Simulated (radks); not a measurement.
Values are calculated unless marked as measured or tabulated.
Task: Ionisation of Br2+, [Ar] 3d10 4s2 4p3, to Br3+, [Ar] 3d10 4s2 4p2, under several functionals. Dirac Kohn-Sham, spin-unpolarised, spherical densities, finite nucleus; open shells are shared between the two j in proportion to 2j + 1; a radial shooting solver on a logarithmic mesh with Libxc functionals. The NIST Atomic Spectra Database gives 34.87 eV (measured). Rank these functionals by the error of their Delta-SCF ionisation energy: B86b exchange with PBE correlation; LDA (Slater exchange, VWN5 correlation); HCTH/407; AM05; BP86.

Result: From best to worst: HCTH/407 34.263 eV (-0.608); LDA (Slater exchange, VWN5 correlation) 34.231 eV (-0.640); BP86 34.136 eV (-0.735); B86b exchange with PBE correlation 34.021 eV (-0.850); AM05 33.994 eV (-0.877). Spin polarisation and multiplet splitting are left out, so open shells lie too high by an amount that depends on their filling. Sharing an open shell by 2j + 1 raises it above the true ground level by a part of the spin-orbit splitting, which enters the differences from NIST.

Beside tabulated values, note that spin-unpolarised runs miss the spin-polarisation part of the exchange energy of open shells.
